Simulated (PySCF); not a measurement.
# Ca: excitation energy

Ca [Ar] 4s2 (1S) → Ca [Ar] 3d2 (3F), as a difference of total energies. All numbers are calculated (PySCF 2.14, scalar relativity by spin-free X2C-1e, in x2c-QZVPPall). Correlated levels: valence: [Ar] frozen. The calculations carry no spin-orbit coupling.

| method | excitation energy (eV) |
| --- | --- |
| UHF | 5.443 |
| MP2 (valence) | 5.803 |
| SCS-MP2 (valence) | 6.036 |
| CCSD (valence) | 5.860 |

**Question.** How much does correlation contribute at MP2 (valence)?

**Answer.** 5.803 − (5.443) = 0.360 eV, measured against UHF.

With two correlated electrons CCSD is exact in that space.

The coupled-cluster amplitudes are large for the upper state (T1 above 0.03 or a double amplitude above 0.15), so a single reference is strained.
